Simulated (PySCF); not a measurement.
C₁₀H₁₀Ni, triplet, GFN2-xTB optimised geometry. Atoms within 1.6 Å of the plane z = 1.5 Å (x, y, z in Å): Ni1 (-0.02, 0.15, 0.00), C2 (2.18, 0.15, 0.00), C3 (1.72, 1.49, 0.00), H7 (2.87, -0.28, 0.71), H8 (2.00, 2.25, 0.71), C12 (-1.88, 0.78, 0.96), C13 (-1.11, 0.05, 1.90), C14 (-0.94, -1.26, 1.40), C15 (-1.61, -1.35, 0.16), H17 (-2.28, 1.77, 1.11), H18 (-0.82, 0.40, 2.88), H19 (-0.49, -2.09, 1.94).

Calculation: unrestricted B3LYP/def2-SVP in PySCF. Cells within 0.4 Å of a nucleus heavier than hydrogen are left out (blank, or x).

Map of the log10 of the electron density (e/bohr³), floored at −4 on the plane z = 1.5 Å:

```
|0000000000000000000000000000000|
|0000000000000000000000000000000|
|0000000000000000000000000000000|
|0000000000000000000000000000000|
|0000000000000000000011100000000|
|0000000111100000001222221000000|
|0000012233211000012344432000000|
|0000123444432100123455543100000|
|0000134566543221234556543100000|
|0000245777654333334556543200000|
|0001246788765444344555543100000|
|0001346788876654444455432100000|
|0001346789988765544444433210000|
|0001346789999876554444444321000|
|0001345789999887654444555432000|
|0001345678999987654445565542100|
|0001234567899987654445565542100|
|0000133457899987654444555432000|
|000012345789xx87644333444321000|
|000002345789xx97643222333210000|
|0000023457899997643211111100000|
|0000012456789987642100000000000|
|0000002345667886532000000000000|
|0000001234456665431000000000000|
|0000000122334544320000000000000|
|0000000001122332100000000000000|
|0000000000001111000000000000000|
|0000000000000000000000000000000|
|0000000000000000000000000000000|
|0000000000000000000000000000000|
|0000000000000000000000000000000|
```
Scale: ten equal steps from -4.00 (start of '0') to -0.520 (end of '9'), in the order '0123456789'; x runs from -5.00 to 5.00, y from -5.00 (bottom) to 5.00 (top).
